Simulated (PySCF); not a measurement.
**SeI⁺: energy against distance**

Set-up: basis Se def2-SVP, I def2-SVP with ECP28; scalar-relativistic core potentials; PySCF 2.14. Energies in eV from Se⁺ + I in their ground configurations at the same level. All curves are PBE0. state 1: ³Σ⁻ (triplet), unpaired electrons π ↑↑; state 2: Ms = 0 determinant of mixed spin (⟨S²⟩ near 1.0), unpaired electrons π ↑↓, a mixture of terms (⟨Lz²⟩ = 2.0), a second solution, started from another occupation; state 3: singlet, one real π or δ orbital doubly filled, a mixture of terms (⟨Lz²⟩ = 2.0), a second solution, started from another occupation; state 4: quintet, unpaired electrons σ ↑, π ↑↑↑, a second solution, started from another occupation.

```json
{"R (Å)": "2.046", "state 1": "-1.544", "state 2": "-1.285", "state 3": "-0.488", "state 4": "5.994"}
{"R (Å)": "2.141", "state 1": "-2.464", "state 2": "-2.204", "state 3": "-1.401", "state 4": "3.982"}
{"R (Å)": "2.236", "state 1": "-2.949", "state 2": "-2.686", "state 3": "-1.876", "state 4": "2.494"}
{"R (Å)": "2.308", "state 1": "-3.111", "state 2": "-2.845", "state 3": "-2.029", "state 4": "1.640"}
{"R (Å)": "2.379", "state 1": "-3.149", "state 2": "-2.880", "state 3": "-2.058", "state 4": "0.961"}
{"R (Å)": "2.450", "state 1": "-3.096", "state 2": "-2.823", "state 3": "-1.995", "state 4": "0.424"}
{"R (Å)": "2.546", "state 1": "-2.928", "state 2": "-2.649", "state 3": "-1.812", "state 4": "-0.119"}
{"R (Å)": "2.664", "state 1": "-2.622", "state 2": "-2.332", "state 3": "-1.484", "state 4": "-0.586"}
{"R (Å)": "2.807", "state 1": "-2.193", "state 2": "-1.882", "state 3": "-1.019", "state 4": "-0.927"}
{"R (Å)": "2.998", "state 1": "-1.628", "state 2": "-1.265", "state 3": "-0.376", "state 4": "-1.142"}
```

Question: Put a parabola through the three lowest points of the state 1 curve and estimate Re, k and ωe (reduced mass 49.04 u; 1 eV/Å² = 0.16022 mdyn/Å; ωe = 1302.8·√(k/μ) cm⁻¹).

Answer: Through R = 2.308, 2.379, 2.45 Å the second-order coefficient is 9.03 eV/Å², so Re ≈ 2.373 Å, k ≈ 2.89 mdyn/Å and ωe ≈ 316 cm⁻¹. A polynomial fit of higher order to the unrounded PBE0 energies gives Re = 2.370 Å, k = 2.96 mdyn/Å, ωe = 320 cm⁻¹; anharmonicity and rounding make the difference.

The higher-order fit for each curve: state 1: Re = 2.370 Å, ωe = 320 cm⁻¹, De = 3.15 eV; state 2: Re = 2.367 Å, ωe = 323 cm⁻¹, minimum 2.88 eV below the ground-state fragments; state 3: Re = 2.362 Å, ωe = 327 cm⁻¹, minimum 2.06 eV below the ground-state fragments. State 4 gave no clean fit.

Spin–orbit coupling is left out, which matters for elements this heavy, above all for dissociation energies. For an ion De counts to the pair picked by the measured ionisation energies or electron affinities, which need not be the lowest pair at this level. The state was picked by a PBE0 search and need not be the measured ground state.
